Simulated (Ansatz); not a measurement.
Reaction (hydrogen abstraction from a Ge–H bond): `N#[C][GeH]([F])[Cl]` + `[SiH3]`• → `N#[C][Ge]([F])[Cl]`• + SiH₄

Calculated with Ansatz (gas phase, PBE0-D4/def2-TZVP geometries, no zero-point term in ΔE). CBS: MP2 limit from def2 TZ/QZ plus the TZ coupled-cluster correction, frozen cores. This one scheme is used for every species. Functionals use def2-TZVPP. No spin–orbit coupling; open shells (•) take unrestricted orbitals. For Ge outer-core shells are correlated without core-valence functions, which leaves a few kJ/mol of doubt a bond. Scalar relativity is left out up to krypton.

`N#[C][GeH]([F])[Cl]`:

```xyz
6

N     1.559   -1.026    1.697
C     0.845   -0.532    0.942
Ge   -0.393    0.277   -0.271
F     0.440    1.615   -0.954
Cl   -0.789   -1.098   -1.826
H    -1.662    0.764    0.411
```

`[SiH3]`•:

Z-matrix (Å, degrees):
```
Si
H 1 1.486
H 1 1.486 2 111.3
H 1 1.486 2 111.3 3 124.6
```

`N#[C][Ge]([F])[Cl]`•:

Cartesian coordinates in Å:
```
N -0.801 1.916 1.106
C -0.442 0.916 0.658
Ge 0.166 -0.835 0.124
F -0.979 -1.364 -1.053
Cl 2.055 -0.633 -0.834
```

SiH₄:

Z-matrix (Å, degrees):
```
Si
H 1 1.485
H 1 1.485 2 109.5
H 1 1.485 2 109.5 3 -120.0
H 1 1.485 2 109.5 3 120.0
```

**Question.** Is it downhill or uphill in electronic energy at CCSD(T)/CBS, and by how much? (Best estimate.)

**Answer.** Ansatz gave: Downhill: ΔE = -21.5 kJ/mol.

**Question.** What do these levels give: LDA (SPW92), CAM-B3LYP-D4, PBE-QIDH, HF/def2-SVP, MP2/def2-TZVPP, HF/def2-QZVPP? (An estimate is asked.)

**Answer.** The calculation gave: LDA (SPW92) -34.9, CAM-B3LYP-D4 -32.2, PBE-QIDH -21.7, HF/def2-SVP -13.5, MP2/def2-TZVPP -19.5, HF/def2-QZVPP -19.8 kJ/mol.

**Question.** What do rigid-rotor, harmonic-oscillator terms from PBE0-D4/def2-TZVP frequencies (298.15 K, 1 bar) make of the CCSD(T)/CBS value? (Estimate.)

**Answer.** The calculation gave: ΔZPE = +3.0 kJ/mol, ΔH = -18.6 kJ/mol, ΔS = -6 J/(mol·K), ΔG = -16.7 kJ/mol. Open shells count their whole term as degenerate.

Largest T1 diagnostic among the species: 0.015.

From r2SCAN to r2SCAN0 (25 % exact exchange), in def2-TZVPP and without D4, ΔE moves by +5.0 kJ/mol. Leaving LDA and LC-ωPBE aside and taking each functional with its dispersion term where it has one, the values, not all of them listed here, spread over 26.4 kJ/mol, from BLYP-D4 to PBE-QIDH. LDA lies +3.4 kJ/mol from PBE without D4.
